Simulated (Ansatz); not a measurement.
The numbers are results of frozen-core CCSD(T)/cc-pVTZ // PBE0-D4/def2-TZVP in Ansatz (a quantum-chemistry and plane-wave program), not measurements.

Ansatz 0.2 input:
```yaml
crystal:
  periodic: [false, false, false]
  atoms:
    - { symbol: C, position_ang: [2.032894, -0.101972, 0.240426] }
    - { symbol: C, position_ang: [0.864499, -0.318068, 0.063712] }
    - { symbol: C, position_ang: [-0.56735, -0.530048, -0.145448] }
    - { symbol: N, position_ang: [-1.392799, 0.666743, -0.080956] }
    - { symbol: H, position_ang: [3.06901, 0.08457, 0.396422] }
    - { symbol: H, position_ang: [-0.718701, -1.004761, -1.119538] }
    - { symbol: H, position_ang: [-0.933762, -1.245666, 0.596664] }
    - { symbol: H, position_ang: [-1.276652, 1.11277, 0.821219] }
    - { symbol: H, position_ang: [-1.077138, 1.336431, -0.772501] }
basis:
  gaussian: { orbitals: cc-pVTZ }
correlation:
  method: ccsd_t
```

Output:

```
Functional definition: HF
1084 factors; integrals over basis functions are off by at most 1.0e-3 eV
mean field evaluation 1: about -4648.9294 eV, gradient 3.4e1 eV
mean field evaluation 2: about -4648.9352 eV, gradient 3.4e1 eV
mean field evaluation 4: about -4651.7692 eV, gradient 3.5e0 eV
mean field evaluation 8: about -4651.8071 eV, gradient 1.8e-4 eV
mean field evaluation 16: about -4651.8026 eV, gradient 1.8e-1 eV
mean field -4651.80713043 eV, -170.9507589350 hartree, gradient 2.6e-6 eV, S^2 0.000000; 0 other end points of the search recorded, 0 dependent functions left out
4 core orbitals not correlated
reference -4651.80713043 eV, -170.9507589350 hartree; 11, 11 occupied and 175, 175 virtual orbitals, 1084 factors
second order -18.77382386 eV of doubles, -0.00000000 eV of singles
cycle   1  -18.86264096 eV  change   -8.9e-2 eV  update   9.3e-2
cycle   2  -19.34626352 eV  change   -4.8e-1 eV  update   2.8e-2
cycle   3  -19.44906409 eV  change   -1.0e-1 eV  update   1.3e-2
cycle   4  -19.44846869 eV  change    6.0e-4 eV  update   3.7e-3
cycle   5  -19.45044679 eV  change   -2.0e-3 eV  update   1.6e-3
cycle   6  -19.45131410 eV  change   -8.7e-4 eV  update   4.4e-4
cycle   7  -19.45129797 eV  change    1.6e-5 eV  update   1.7e-4
cycle   8  -19.45129701 eV  change    9.5e-7 eV  update   5.3e-5
cycle   9  -19.45130603 eV  change   -9.0e-6 eV  update   2.4e-5
perturbative correction -0.88750737 eV, -0.0326152942 hartree
Total energy: -4672.14594383 eV, -171.6981965413 hartree
```

Cost: about 110 core-seconds (a rough figure).
